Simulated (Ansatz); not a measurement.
Consider the ligand exchange at a Ti–O bond: `[NH2][Ti]([OH])([OH])[OH]` + H–F → `[NH2][Ti]([OH])([OH])[F]` + H₂O.

Isolated molecules relaxed with PBE0-D4/def2-TZVP in Ansatz; ΔE leaves out vibrations. CCSD(T)/CBS adds triple-zeta CCSD(T) − MP2 to the extrapolated MP2 energy (def2 sets, frozen cores). This one scheme is used for every species. Functionals use def2-TZVPP. HSE06 is defined as in plane-wave codes. For Ti outer-core shells are correlated without core-valence functions, which leaves a few kJ/mol of doubt a bond. Scalar relativity is left out up to krypton. Each species was taken in one conformer, which may not be the lowest.

`[NH2][Ti]([OH])([OH])[OH]`:

Z-matrix (Å, degrees):
```
Ti
O 1 1.801
O 1 1.805 2 113.7
N 1 1.881 2 107.1 3 -119.2
O 1 1.809 2 109.2 3 121.1
H 2 0.958 1 129.9 3 -114.0
H 3 0.958 1 130.4 2 -19.5
H 4 1.010 1 124.6 2 146.8
H 4 1.010 1 124.2 2 -23.0
H 5 0.957 1 128.3 2 112.1
```

H–F:

Z-matrix (Å, degrees):
```
F
H 1 0.920
```

`[NH2][Ti]([OH])([OH])[F]`:

Z-matrix (Å, degrees):
```
Ti
O 1 1.790
O 1 1.789 2 114.6
N 1 1.873 2 107.2 3 -119.8
F 1 1.777 2 109.0 3 120.2
H 2 0.957 1 135.8 3 4.2
H 3 0.957 1 134.1 2 110.9
H 4 1.010 1 124.6 2 156.4
H 4 1.010 1 124.5 2 -22.8
```

H₂O:

Cartesian coordinates in Å:
```
O 0.155 0.324 0.149
H -0.551 0.260 -0.497
H 0.396 -0.584 0.347
```

| level | ΔE (kJ/mol) |
| --- | --- |
| r2SCAN0-D4 | -53.7 |
| HSE06 | -53.9 |

**Question.** What does CCSD(T)/CBS give? (An estimate is asked.)

**Answer.** Ansatz gave: -46.1 kJ/mol. The listed levels differ from it by -7.6, -7.8 kJ/mol.

Largest T1 diagnostic among the species: 0.024, so the coupled-cluster value is less sure than usual.

Leaving LDA and LC-ωPBE aside and taking each functional with its dispersion term where it has one, the values, not all of them listed here, spread over 7.8 kJ/mol, from B97M-V to PBE-QIDH. LDA lies +4.9 kJ/mol from PBE without D4. At CCSD(T), def2-SVP lies −10.3 kJ/mol from the extrapolated value and def2-TZVPP −1.1 kJ/mol. In def2-TZVPP, CCSD(T) changes the Hartree–Fock value by +11.8 kJ/mol (the triples alone add +2.0 kJ/mol) and MP2 by +14.5 kJ/mol.
